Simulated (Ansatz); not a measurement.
Predict a relaxed structure of Rb₂F₂⁺ (the lowest doublet isomer of a short search), charge 1, doublet, at PBE0-D4/def2-TZVP (Ansatz).


```csv
atom,x (Å),y (Å),z (Å)
Rb1,1.782,-0.823,-1.520
Rb2,-1.783,0.824,1.518
F3,0.458,0.859,0.072
F4,-0.457,-0.860,-0.070
```
Point group D2h (tolerance 0.1 Å). This is one stationary point.

In the def2 sets Rb takes a core potential; there is no spin–orbit coupling. In the doublet, F3 and F4 lie 1.95 Å apart (atoms count from 1), so these atoms are partly bonded to each other. The relaxation made no stability test and no search for a lower SCF solution. The structure comes from a short search, and lower isomers may exist.
